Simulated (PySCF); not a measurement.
State search for In2

Unrestricted PBE0; basis In def2-SVP with ECP28; scalar-relativistic core potentials; PySCF 2.14. Outer shells of the fragments: In 4d10 5s2 5p1; In 4d10 5s2 5p1.

Followed along the bond (rough minima from three points):

| 2Ms+1 | unpaired | ⟨S²⟩ at the start | R at minimum (Å) | Te (eV) |
| --- | --- | --- | --- | --- |
| 3 | σ ↑, π ↑ | 2.01 | 3.06 | 0.00 |
| 1 | σ ↓, π ↑ | 1.01 | 3.06 | 0.17 |
| 3 | π ↑↑ | 2.00 | 2.81 | 0.21 |
| 1 | π ↑↓ | 1.00 | 2.82 | 0.38 |
| 1 | none | 0.00 | 2.86 | 0.83 |

Solutions found at the starting distance of 2.780 Å, counted from the lowest of them; the search is not exhaustive and high or unbound solutions are not listed, so other states can lie among these:

```tsv
2Ms+1	unpaired	term	E (eV)	⟨S²⟩	⟨Lz²⟩
3	σ ↑, π ↑	³Π	0.00	2.01	1.00
3	π ↑↑	³Σ⁻	0.07	2.00	0.00
1	σ ↓, π ↑	mixed	0.16	1.01	1.00
1	π ↑↓	mixed	0.24	1.00	2.01
1	none	mixed	0.70	0.00	2.00
1	none	¹Σ⁺	0.81	0.00	0.00
```

A term symbol is given only where ⟨S²⟩ and ⟨Lz²⟩ are close to those of a pure state; real π, δ and φ orbitals otherwise mix terms, and g/u labels are left off.

Spin–orbit coupling is left out.
